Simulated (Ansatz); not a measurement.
`[OH][Zr]([F])([Cl])[SeH]` at its PBE0-D4/def2-TZVP geometry, where that method's forces vanish. Total charge 0; spin multiplicity 1. Zr takes the def2 core potential.

```csv
atom,x (Å),y (Å),z (Å)
O1,-0.667,-0.336,1.705
Zr2,-0.194,-0.281,-0.120
F3,0.582,-1.906,-0.709
Cl4,-2.060,0.177,-1.472
Se5,1.543,1.614,-0.301
H6,-0.989,-0.467,2.593
H7,1.785,1.199,-1.695
```

(1) For each bond, give half the difference of the two atoms' forces along it (eV/Å; positive pushes the atoms apart) under PBE-D4, r2SCAN-D4, B3LYP-D4, ωB97M-V in def2-TZVPP. (Estimate.)

Answers

(1) Ansatz gave: 
```tsv
bond	length (Å)	PBE-D4	r2SCAN-D4	B3LYP-D4	ωB97M-V
O1–Zr2	1.885	0.06	0.15	0.19	0.08
O1–H6	0.954	0.26	-0.07	-0.13	-0.08
Zr2–F3	1.895	0.22	0.04	0.15	-0.01
Zr2–Cl4	2.349	0.03	0.06	0.13	0.10
Zr2–Se5	2.577	0.05	0.02	0.08	-0.01
Se5–H7	1.474	0.25	-0.02	0.05	-0.09
```

B3LYP here is the variant with VWN-RPA as its local correlation; programs differ in this.
